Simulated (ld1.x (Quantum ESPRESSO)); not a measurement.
# Cutoff test, Ga (Z = 31), ultrasoft

```
Element                 : Ga (Z = 31)
Generator               : ld1.x (Quantum ESPRESSO) 7.5
Type                    : ultrasoft
Functional              : LDA (PZ)
Relativity              : scalar-relativistic
Frozen core             : [Ar]
Valence charge          : 13
Reference configuration : 3d10 4s1.5 4p1.5
Partial waves           : 4s (bound): rcut 1.55, rcutus 1.80 bohr; 4s channel at 2.75 Ry: rcut 1.55, rcutus 1.80 bohr; 4p (bound): rcut 1.85, rcutus 2.20 bohr; 4p channel at 3.2 Ry: rcut 1.85, rcutus 2.20 bohr; 3d (bound): rcut 1.05, rcutus 1.25 bohr; 3d channel at -1.2 Ry: rcut 1.05, rcutus 1.25 bohr
Local potential         : all-electron potential smoothed inside 1.45 bohr (lloc = -1)
Core correction         : none
Augmentation charge     : built from norm-conserving waves at rcut, not smoothed further
```

The pseudo-atom Hamiltonian at the reference potential is diagonalised in spherical Bessel functions j_l(qr) that vanish at 20 bohr, with q² up to the cutoff. All-electron valence levels (Ry): 4s -0.7168, 4p -0.2306, 3d -1.4967.

Problem. How do the lowest levels (Ry) of each channel move with the cutoff, and are there ghosts?

Solution.

```
cutoff (Ry)     s #1     s #2     p #1     d #1    d #2    f #1    f #2  Σ f·Δε (mRy)
          8  -0.7121  -0.0319  -0.2299   0.0462  0.1203  0.1047  0.2266       15437.5
         15  -0.7167  -0.0326  -0.2305   0.0438  0.1122  0.1047  0.2266       15405.3
         30  -0.7168  -0.0326  -0.2306  -0.5444  0.0512  0.1047  0.2266        9522.8
         45  -0.7168  -0.0326  -0.2306  -1.3665  0.0493  0.1047  0.2266        1302.1
         60  -0.7168  -0.0326  -0.2306  -1.4898  0.0491  0.1047  0.2266          69.3
         90  -0.7168  -0.0326  -0.2306  -1.4957  0.0491  0.1047  0.2266           9.5
        140  -0.7168  -0.0326  -0.2306  -1.4966  0.0491  0.1047  0.2266           1.1
        200  -0.7168  -0.0326  -0.2306  -1.4967  0.0491  0.1047  0.2266           0.2
        400  -0.7168  -0.0326  -0.2306  -1.4967  0.0491  0.1047  0.2266           0.0
```

Result: no extra level below or beside the all-electron valence levels (s, p, d, f tested); 10 mRy is reached at 90 Ry and 1 mRy at 160 Ry.
